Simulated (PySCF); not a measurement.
C₄H₉NSi, SMILES N[SiH2]C1=CCC1. Atoms are numbered in the order given.

```xyz
15

N      2.3854    -0.0530     0.6068
Si     1.3148     0.0326    -0.7626
C     -0.4314    -0.0112    -0.1099
C     -0.9372    -0.3483     1.1012
C     -2.3770    -0.0739     0.7342
C     -1.8164     0.3194    -0.6708
H      2.3463     0.6874     1.3047
H      3.3507    -0.3390     0.4578
H      1.6351    -1.1448    -1.6198
H      1.4426     1.2428    -1.6388
H     -0.4626    -0.6974     2.0239
H     -2.8683     0.7455     1.2874
H     -3.0510    -0.9480     0.7444
H     -1.9711     1.3731    -0.9572
H     -2.1555    -0.3210    -1.5023
```
Charge 0, spin multiplicity 1.

Geometry optimised at TPSSh-D3(BJ)/def2-SVP. The structure was generated by enumeration, and PubChem lists no compound with its InChIKey, so it may never have been made. One conformer was computed; it need not be the lowest.

Level of theory: SMD-PBE0/6-31G* run with PySCF.

Solvation free energies are E(SMD) − E(gas) at the gas-phase geometry, for 1 M in both phases. In vacuum the dipole moment is 1.12 D.

Q: Rank water, methanol, cyclohexanone by solvation free energy, most negative first.

A: methanol (-5.1 kcal/mol), cyclohexanone (-4.5 kcal/mol), water (-1.0 kcal/mol)
